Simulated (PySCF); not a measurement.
Electron correlation in Fe (iron, neutral)

[Ar] 3d7 4s1, high-spin 5F determinant (an excited configuration). Computed with PySCF 2.14 in x2c-QZVPPall with one added diffuse shell each of s, p, d, f, g type (12s8p6d5f3g, 128 functions), with the spin-free X2C one-electron Hamiltonian (Gaussian nucleus). Frozen: [Ne]; 16 electrons correlated.

MP2 pair energies summed by pair of shells (mhartree):

```tsv
pair	energy	share (%)
3d-3d	-220.22	36.7
3p-3d	-207.80	34.6
3p-3p	-64.90	10.8
3s-3d	-42.59	7.1
3s-3p	-31.40	5.2
3d-4s	-22.87	3.8
3p-4s	-5.57	0.9
3s-3s	-4.90	0.8
3s-4s	-0.45	0.1
```

Total MP2 correlation energy: -600.70 mhartree.

Same-spin part -205.01 and opposite-spin part -395.69 mhartree; SCS-MP2 scales them by 1/3 and 6/5 to -543.17 mhartree.

This basis was not built for core-valence correlation, so the inner-shell part is incomplete.
